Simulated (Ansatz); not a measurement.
`NC[SeH]` + H₂ → H₂Se + CH₃NH₂ at 298.15 K and 1 bar (hydrogenolysis of the Se–C bond).

Calculated with Ansatz (gas phase, PBE0-D4/def2-TZVP geometries, no zero-point term in ΔE). CCSD(T)/CBS is the MP2 limit (def2-TZVPP, def2-QZVPP) plus CCSD(T) − MP2 in def2-TZVPP, frozen cores. This one scheme is used for every species. For Se outer-core shells are correlated without core-valence functions, which leaves a few kJ/mol of doubt a bond. Scalar relativity is left out up to krypton. Each species was taken in one conformer, which may not be the lowest.

| species | CCSD(T)/CBS energy (Eh) | H − E (kJ/mol) | S (J/(mol·K)) |
| --- | --- | --- | --- |
| `NC[SeH]` | -2496.45127 | 179.4 | 302.0 |
| H₂ | -1.17544 | 35.1 | 130.4 |
| H₂Se | -2401.89790 | 45.8 | 219.1 |
| CH₃NH₂ | -95.75281 | 180.0 | 240.4 |

H − E and S are ideal-gas, rigid-rotor, harmonic terms from PBE0-D4/def2-TZVP, for one conformer and one mirror image of each species. The MP2-based limit puts H₂ 0.8 mEh under its directly extrapolated value; such offsets cancel only in part. 1 Eh = 2625.50 kJ/mol, R = 8.31446 J/(mol·K).

Problem. By hand: ΔE, ΔH, ΔS and ΔG.

Solution. ΔE = (-2401.89790) + (-95.75281) − (-2496.45127) − (-1.17544) = -0.02400 Eh = -63.0 kJ/mol. Δ(H − E) = 45.8 + 180.0 − 179.4 − 35.1 = 11.3, so ΔH = -51.7 kJ/mol. ΔS = 219.1 + 240.4 − 302.0 − 130.4 = 27.1 J/(mol·K). ΔG = -51.7 − 298.15 × (27.1)/1000 = -59.8 kJ/mol.

Problem. By hand: the equilibrium constant, and the temperature at which ΔG would vanish if ΔH and ΔS stayed fixed.

Solution. log₁₀ K = −ΔG/(RT ln 10) = 10.5. ΔH and −TΔS have one sign here, so there is no such temperature.

ΔH outweighs TΔS. A doubt of 5 kJ/mol in ΔE shifts log₁₀ K by 0.9 here. Other conformers and mirror images would add mixing entropy, several J/(mol·K) or more a flexible species. These are equilibria of isolated gas molecules and say nothing of rates. Largest T1 diagnostic: 0.009 (customary marks: 0.02 for closed shells, 0.045 for open ones).
